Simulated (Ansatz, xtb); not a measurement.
# C4H9AlGe: which of two isomers lies lower

We compare a, `C#C[CH2][Al]([CH3])[GeH3]`, a singlet, with b, `C#C[CH2][AlH][CH2][GeH3]`, a singlet. Both are isolated molecules in the gas phase, relaxed with B3LYP/def2-SVP, each in the lowest conformer that the search found.

Q: Estimate E(b) − E(a) at the level CCSD(T)/def2-SVP + ΔMP2/def2-TZVPP.

A: Calculated at CCSD(T)/def2-SVP + ΔMP2/def2-TZVPP: E(b) − E(a) = +7.5 kcal/mol, so structure a lies lower.

The same difference at several levels:

```tsv
level	geometry	E(b) − E(a) (kcal/mol)	departure from the last row (kcal/mol)	job, with rough time for the two
B3LYP/def2-SVP	B3LYP/def2-SVP	+9.2	+1.7	optimisation, 2.7 min
HF/def2-SVP	B3LYP/def2-SVP	+6.4	−1.2	part of the CCSD(T) run
MP2/def2-SVP	B3LYP/def2-SVP	+6.0	−1.5	part of the CCSD(T) run
CCSD(T)/def2-SVP	B3LYP/def2-SVP	+7.2	−0.3	single point
CCSD(T)/def2-SVP + ΔMP2/def2-TZVPP	B3LYP/def2-SVP	+7.5		single point, 57 s
```

As drawn, b has 1 C–Ge, 1 Al–H in place of 1 Al–Ge, 1 C–H.

None of the levels shown reverses the order. The largest departure from CCSD(T)/def2-SVP + ΔMP2/def2-TZVPP is that of B3LYP/def2-SVP, 1.7 kcal/mol. No reliable frequencies are at hand for b, so it isn't confirmed as a minimum. Levels run at GFN2-xTB geometries aren't shown. The last row adds to CCSD(T) the change of the MP2 difference between the two basis sets, here +0.3 kcal/mol.

The correlated steps freeze 18 core orbitals; the filled d shell of Ge is correlated, in a basis made for valence electrons. Programs: Ansatz 0.2.0, xtb 6.7.1; the last row on 2 threads of Intel(R) Xeon(R) 6975P-C (Granite Rapids) on a shared host.
